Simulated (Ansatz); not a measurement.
Consider the ligand exchange at a B–N bond: `[SiH3]N([SiH3])BCl` + HBr → `ClBBr` + `[SiH3]N[SiH3]`.

Isolated molecules relaxed with PBE0-D4/def2-TZVP in Ansatz; ΔE leaves out vibrations. CBS: MP2 limit from def2 TZ/QZ plus the TZ coupled-cluster correction, frozen cores. This one scheme is used for every species. DFT in def2-TZVPP. B3LYP here is the variant with VWN-RPA as its local correlation; programs differ in this. HSE06 is defined as in plane-wave codes. For Br outer-core shells are correlated without core-valence functions, which leaves a few kJ/mol of doubt a bond. Scalar relativity is left out up to krypton. One conformer a species, not always the lowest.

```
             level  ΔE (kJ/mol)  difference from CCSD(T)/CBS
       LDA (SPW92)         53.2                          7.2
            PBE-D4         43.9                         -2.1
         revPBE-D4         45.3                         -0.7
         r2SCAN-D4         44.0                         -2.0
           PBE0-D4         45.2                         -0.8
          B3LYP-D4         48.4                          2.4
        r2SCANh-D4         44.4                         -1.6
        r2SCAN0-D4         45.0                         -1.0
          HSE06-D4         44.8                         -1.2
          BHLYP-D4         49.6                          3.6
      CAM-B3LYP-D4         50.2                          4.2
           ωB97X-V         46.2                          0.2
           ωB97M-V         48.9                          2.9
            B2PLYP         41.7                         -4.3
          PBE-QIDH         43.7                         -2.3
               PBE         37.3                         -8.7
            revPBE         30.3                        -15.7
              BLYP         34.9                        -11.1
            r2SCAN         42.0                         -4.0
             B3LYP         38.0                         -8.0
           r2SCANh         42.2                         -3.8
           r2SCAN0         42.6                         -3.4
             HSE06         39.1                         -6.9
             BHLYP         41.0                         -5.0
         CAM-B3LYP         44.0                         -2.0
RPA@PBE/def2-TZVPP         46.9                          0.9
       HF/def2-SVP         46.9                          0.9
      MP2/def2-SVP         55.3                          9.3
     CCSD/def2-SVP         56.9                         10.9
     HF/def2-TZVPP         37.4                         -8.6
    MP2/def2-TZVPP         46.1                          0.1
SCS-MP2/def2-TZVPP         45.1                         -0.9
   CCSD/def2-TZVPP         46.8                          0.8
CCSD(T)/def2-TZVPP         48.3                          2.3
     HF/def2-QZVPP         38.1                         -7.9
    MP2/def2-QZVPP         45.0                         -1.0
SCS-MP2/def2-QZVPP         44.2                         -1.8
      HF/CBS(def2)         38.2                         -7.8
     MP2/CBS(def2)         43.8                         -2.2
    CCSD/CBS(def2)         44.5                         -1.5
       CCSD(T)/CBS         46.0                            0
```

Largest T1 diagnostic among the species: 0.012.

The D4 term adds +10.4 kJ/mol with B3LYP and +5.9 kJ/mol with PBE0; it sums over pairs of atoms, weighted by their polarisabilities, and B3LYP, whose exchange is more repulsive, gets the larger term. At CCSD(T), def2-SVP lies +12.1 kJ/mol from the extrapolated value and def2-TZVPP +2.3 kJ/mol.

CCSD(T)/CBS has its own doubt, a few kJ/mol and more with outer-core shells, so smaller differences from it don't rank the levels.
